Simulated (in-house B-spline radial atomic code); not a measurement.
The numbers below are computed, except where a source is named.
**Light and heavy implants in Ge at 10 keV**

The pair potential comes from two frozen, spherical free-atom densities (PBE, B-spline radial code, scalar-relativistic past argon): electrostatics plus the change in Thomas-Fermi kinetic and Dirac exchange energy where they overlap, the recipe behind the universal ZBL potential, which averages such potentials (from solid-state densities) over many pairs. It is written V = (Z1 Z2 e²/r) φ(r/a), with e² = 14.3996 eV·Å and a = 0.46850 Å/(Z1^0.23 + Z2^0.23); ZBL's fit is φ = 0.18175 e^(−3.1998x) + 0.50986 e^(−0.94229x) + 0.28022 e^(−0.4029x) + 0.02817 e^(−0.20162x). Where φ falls below 4e-4 it is continued as an exponential.

The target, Ge, is taken as amorphous, density 5.3234 g/cm³ (NSM archive of the Ioffe Institute); nuclear stopping from classical scattering on these potentials, electronic stopping by Lindhard and Scharff, compounds by atom fraction, projected range from N (S_n + S_e) dR_p/dE = 1 − N S_n (M2/M1) R_p/(2E), which runs up to 8 % short of the full integral equation; no channelling. Lindhard and Scharff's S_e can be off by tens of per cent.

```tsv
ion	mass (u)	N S_n (eV/nm)	N S_e (eV/nm)	S_n = S_e at (keV)	path (nm)	projected range (nm)
N	14.01	132	87.2	21	63.2	18.7
O	16.0	167	92	28	54	16.6
Mg	24.3	323	105	74	34.3	12.2
Al	26.98	368	107	92	31.1	11.6
S	32.06	479	116	140	25.3	10.2
Zn	65.38	1030	128	580	14.7	7.68
Sb	121.76	1600	131	1900	10.6	6.93
```

Problem. How do the nuclear share and the range change from the lightest ion to the heaviest?

Solution. The nuclear share goes from 60 % for N to 92 % for Sb, and the projected range from 18.7 to 6.93 nm, a factor of 2.7. S_e changes by a factor of 1.51, since the heavy ion is slower but has the larger Z1, while S_n grows 12-fold. The heavy ion also keeps its direction better: R_p is 0.65 of the path, against 0.30.

Problem. With a displacement energy of 15 eV taken for illustration, how many displacements per nanometre does N start at entry, by the rule 0.8 E_damage/(2 E_d)?

Solution. Taking all nuclear loss as damage energy, an upper bound, 0.8 × 132/(2 × 15) = 3.52 per nm.
